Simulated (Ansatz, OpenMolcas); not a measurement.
# C2HCl2Si (SMILES C#C[Si](Cl)Cl): the vertical energy of the quartet above the doublet, rung by rung

C2HCl2Si has 6 atoms, charge 0, and is taken as a doublet. SMILES: `C#C[Si](Cl)Cl`. The shape is that of a PBE0-D4/def2-TZVP optimisation.

Quantity: the vertical energy of the quartet above the doublet, in eV. The values are calculated.

| level | kind | program | value (eV) | less CCSD(T)/cc-pVDZ |
| --- | --- | --- | --- | --- |
| USVWN5/cc-pVDZ | LDA | Ansatz | 5.25 | -0.13 |
| UPBE/cc-pVDZ | GGA | Ansatz | 5.03 | -0.35 |
| UM06-L/cc-pVDZ | meta-GGA | OpenMolcas | 4.97 | -0.41 |
| UM06-2X/cc-pVDZ | hybrid meta-GGA | OpenMolcas | 5.30 | -0.08 |
| UPBE0/cc-pVDZ | global hybrid | Ansatz | 4.96 | -0.42 |
| U-wB97X/cc-pVDZ | range-separated hybrid | Ansatz | 5.18 | -0.20 |
| UB2PLYP/cc-pVDZ | double hybrid | Ansatz | 5.36 | -0.02 |
| RPA@PBE0/cc-pVDZ | RPA | Ansatz | 5.36 | -0.02 |
| ROCCSD(T)/cc-pVDZ | coupled cluster or CI | OpenMolcas | 5.38 | 0.00 |

ROCCSD(T)/cc-pVDZ is the highest level here, not the true value. The values span 4.96 to 5.38 eV.
